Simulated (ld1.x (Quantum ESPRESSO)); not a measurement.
P: excitation energies, all-electron against TM

ld1.x (Quantum ESPRESSO) 7.5 input, shortened:

```
&input
   title='P', zed=15., rel=1, dft='REVPBE', iswitch=3,
   config='[Ne] 3s1.5 3p3.5'
 /
 &inputp
   pseudotype=2, tm=.true., lloc=-2, rcloc=1.20,
   nlcc=.true., rcore=0.75
 /
2
3S  1  0   1.50   0.00  1.55  1.55  0.0
3P  2  1   3.50   0.00  1.20  1.20  0.0
 &test
   configts(1)='3s1.5 3p3.5'
 /
```

Energies are relative to the spin-unpolarised reference configuration 3s1.5 3p3.5; without spin polarisation the order of configurations can differ from experiment. The frozen-core shift is the all-electron ΔE with the core orbitals held at their reference shape minus the fully relaxed ΔE.

**Question.** Give the all-electron excitation energy and the error of the potential for: 3s2 3p3; 3s2 3p2; 3s2 3p1; 3s1 3p3; 3s2 3p3.3; 3s2 3p0; 3s0 3p5.

**Answer.**

```
valence configuration  charge  ΔE all-electron (eV)  error AE − PS (meV)  frozen-core shift (meV)
              3s2 3p3       0                -4.248                 +0.7                     +0.1
              3s2 3p2      +1                 5.460                 +2.7                     +0.6
              3s2 3p1      +2                24.585                  +20                     +7.1
              3s1 3p3      +1                14.577                 +6.0                     +1.8
            3s2 3p3.3    -0.3                -5.546                 +1.2                     +0.2
              3s2 3p0      +3                54.285                  +58                      +35
              3s0 3p5       0                12.935                 +3.2                     +1.5
```

Levels in the configuration 3s1 3p3:

| level | all-electron (eV) | pseudo (eV) |
| --- | --- | --- |
| 3s | -23.953 | -23.935 |
| 3p | -14.792 | -14.779 |
